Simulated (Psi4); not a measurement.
Psi4 was given this input:
```
memory 2 GB

molecule {
1 1
Si    0.04855822    2.11290942   -0.85500834
P     0.01950077    0.08838821    0.25094838
Si    1.93130246   -1.20017790    0.16561152
Si   -2.00194028   -1.01280841    0.40526237
H     1.33519795    2.68962615   -0.47445846
H    -0.05592548    1.70799273   -2.25325371
H    -1.12206275    2.80668367   -0.32473858
H     0.12031585    0.54533767    1.54830160
H     3.00016157   -0.24023002    0.42810434
H     1.89511433   -1.72527509   -1.19561141
H     1.65547785   -2.49084176    1.53039893
H    -1.75914735   -2.02730016    1.42737797
H    -2.93537617    0.04252360    0.78975421
H    -2.18080473   -1.53110888   -0.94726734
}

set {
  basis sto-3g
}

energy('r2scan')
print_variables()
```

Question: Give the number of basis functions at the level Psi4 1.11 with R2SCAN/STO-3G.

Answer: 46

Question: Give the total energy at the level R2SCAN/STO-3G.

Answer: -1201.6416 Eh

Question: Predict the nuclear repulsion energy from R2SCAN/STO-3G.

Answer: 341.3865 Eh

Question: Roughly what does it cost on one core?

Answer: about 23 core-seconds (a rough figure).
